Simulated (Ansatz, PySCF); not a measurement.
Stretching the K1–F2 bond in KF (multiplicity 1 held). Energies count from the point at 2.202 Å.


Restricted levels (R-, RO-) in cc, def2 and unpolarised 6-31G sets keep to the state of the molecule at rest. Unrestricted levels (U-) break spin symmetry where that is lower. Left out are points that failed, MP2 points that dive below the minimum, coupled-cluster points behind a jump of the amplitudes or a sharp parting from full CI or MRCI, small-basis points behind a change of solution, and semi-empirical points at long bonds. Levels need not reach the same state.

Cores are frozen in the correlated methods. Rows in 3-21G carry no dispersion term and start afresh at each structure; the Pople sets are all-electron and without relativity.

Programs: Ansatz (a quantum-chemistry and plane-wave program); PySCF for 3-21G rows. 

Energies in kcal/mol.

```tsv
R (Å)	R-HF/3-21G	R-HF/def2-TZVPPD	R-PBE/def2-TZVPPD	U-wB97X-V/def2-TZVPPD	R-CCSD/def2-TZVPPD	R-CCSDT/def2-TZVPPD
1.761	43.4	41.8	36.1	38.0	45.5	46.0
1.982	7.5	8.2	6.7	7.1	10.0	10.3
2.202	0.0	0.0	0.0	0.0	0.0	0.0
2.422	2.6	2.5	2.8	2.9	1.4	1.2
2.642	8.6	9.2	9.2	9.5	7.3	6.9
2.972	19.5	20.8	20.1	21.1	18.2	17.5
3.303	31.0	31.8	30.4	32.1	28.7	27.9
3.853	50.0	46.8	44.1	47.2	43.5	42.5
4.404	66.5	58.2	54.0	58.8	54.8	53.9
5.064	80.9	68.4	62.2	69.4	65.2	64.3
5.945	92.8	78.5	69.0	79.6	75.3	74.4
7.046	102.7	87.3	74.1	88.7	84.3	83.4
8.807	left out	96.8	78.5	98.3	93.8	93.0
```

Doubts at one or more of the structures used: a restricted determinant that unrestricted orbitals would lower (R-HF/3-21G, R-HF/def2-TZVPPD, R-PBE/def2-TZVPPD, R-CCSD/def2-TZVPPD, R-CCSDT/def2-TZVPPD).
